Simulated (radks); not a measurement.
Neutral lutetium, configuration [Xe] 4f12 5d3 6s2 (not the ground configuration).

Method: Dirac Kohn-Sham, LDA (Slater exchange, Perdew-Wang correlation), spin-unpolarised, spherical densities, finite nucleus; open shells fill j = l - 1/2 first; Fermi nuclear charge, rms radius 5.37 fm; computed with a radial shooting solver on a logarithmic mesh with Libxc functionals.

Energy parts (hartree):
part                       energy
total                 -14569.4153
kinetic                16231.9016
electron-nucleus      -36199.0505
Hartree                 5689.9861
exchange-correlation    -292.2525

Orbitals (lengths in bohr, moments of r in powers of bohr):
| orbital | occ. | eigenvalue (hartree) | <r^2> | <r^4> | <1/r> |
|---|---|---|---|---|---|
| 1s1/2 | 2 | -2319.019 | 0.0005129 | 7.093e-07 | 82.11 |
| 2s1/2 | 2 | -395.0797 | 0.007873 | 0.0001079 | 19.87 |
| 2p1/2 | 2 | -377.3075 | 0.005646 | 0.00006543 | 19.85 |
| 2p3/2 | 4 | -336.2931 | 0.006855 | 0.00009215 | 16.95 |
| 3s1/2 | 2 | -90.05102 | 0.05170 | 0.004042 | 7.282 |
| 3p1/2 | 2 | -82.15480 | 0.04760 | 0.003591 | 7.203 |
| 3p3/2 | 4 | -73.41237 | 0.05432 | 0.004631 | 6.457 |
| 3d3/2 | 4 | -59.92938 | 0.04241 | 0.003195 | 6.349 |
| 3d5/2 | 6 | -58.01974 | 0.04426 | 0.003454 | 6.170 |
| 4s1/2 | 2 | -18.40393 | 0.2572 | 0.09623 | 3.063 |
| 4p1/2 | 2 | -15.18372 | 0.2665 | 0.1062 | 2.955 |
| 4p3/2 | 4 | -13.17019 | 0.3031 | 0.1373 | 2.695 |
| 4d3/2 | 4 | -7.85296 | 0.3346 | 0.1815 | 2.480 |
| 4d5/2 | 6 | -7.48245 | 0.3486 | 0.1970 | 2.417 |
| 4f5/2 | 6 | -0.92481 | 0.5521 | 0.7580 | 1.936 |
| 4f7/2 | 6 | -0.86300 | 0.5706 | 0.8183 | 1.909 |
| 5s1/2 | 2 | -2.52770 | 1.458 | 3.151 | 1.183 |
| 5p1/2 | 2 | -1.59154 | 1.808 | 5.069 | 1.055 |
| 5p3/2 | 4 | -1.30386 | 2.122 | 7.045 | 0.9617 |
| 5d3/2 | 3 | -0.15297 | 6.062 | 79.63 | 0.6012 |
| 5d5/2 | 0 | -0.13297 | 6.668 | 97.92 | 0.5754 |
| 6s1/2 | 2 | -0.19557 | 13.05 | 274.0 | 0.3747 |

The highest occupied level is 5d3/2 at -4.162 eV. Summed over all electrons, <r^2> = 72.65 bohr^2, which gives a Langevin (diamagnetic) susceptibility term of -57.5 x 10^-6 cm^3/mol. The electron density at the nucleus is 1.107e+06 e/bohr^3.
